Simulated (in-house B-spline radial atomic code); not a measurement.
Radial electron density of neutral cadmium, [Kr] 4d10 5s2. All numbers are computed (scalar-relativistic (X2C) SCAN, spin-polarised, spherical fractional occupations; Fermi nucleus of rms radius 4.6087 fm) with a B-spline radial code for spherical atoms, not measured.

One-electron X2C: radii and densities carry no picture-change correction, so inner-shell <1/r> comes out high (for 1s by about 2 % at Z = 33, 5 % at 54, 10 % at 75, 30 % at 118) and <r> low.

Columns: r (bohr), 4πr²n(r) (electrons per bohr), bar.

```
0.000983    1.874 #
 0.00122    2.656 ##
 0.00151     3.73 ##
 0.00187    5.212 ###
 0.00232    7.249 ####
 0.00287    9.947 ######
 0.00356    13.55 ########
 0.00441    18.15 ##########
 0.00547    23.92 ##############
 0.00678     30.8 #################
  0.0084    38.54 ######################
  0.0104    46.58 ##########################
  0.0129    54.05 ###############################
   0.016    59.63 ##################################
  0.0198    62.06 ###################################
  0.0246    60.83 ##################################
  0.0304    56.97 ################################
  0.0377    53.21 ##############################
  0.0468    53.49 ##############################
  0.0579    59.98 ##################################
  0.0718    70.57 ########################################
   0.089     77.9 ############################################
    0.11    75.12 ##########################################
   0.137    63.02 ####################################
   0.169    53.51 ##############################
    0.21    55.11 ###############################
    0.26    62.51 ###################################
   0.322    59.91 ##################################
     0.4    42.35 ########################
   0.495    24.14 ##############
   0.614    17.78 ##########
   0.761    19.84 ###########
   0.943    19.61 ###########
    1.17    14.36 ########
    1.45    8.335 #####
    1.79    4.477 ###
    2.22    2.393 #
    2.76    1.296 #
    3.42   0.6504 
    4.23   0.2747 
    5.25  0.08642 
     6.5  0.01887 
    8.06 0.002574 
    9.99 0.0002092
```

On this grid the curve has 4 maxima, near 0.0198, 0.089, 0.26, 0.761 bohr.

The 5s down radial function P(r) = rR(r), positive near the nucleus:

```tsv
r (bohr)	P
0.000417	0.008028
0.00064	0.01145
0.000983	0.01627
0.00151	0.02292
0.00232	0.03187
0.00356	0.04337
0.00547	0.05704
0.0084	0.07074
0.0129	0.07903
0.0198	0.07156
0.0304	0.03449
0.0468	-0.03801
0.0718	-0.1128
0.11	-0.1041
0.169	0.04833
0.26	0.1872
0.4	0.02415
0.614	-0.2737
0.943	-0.1363
1.45	0.3764
2.22	0.6556
3.42	0.5017
5.25	0.2026
8.06	0.03572
```
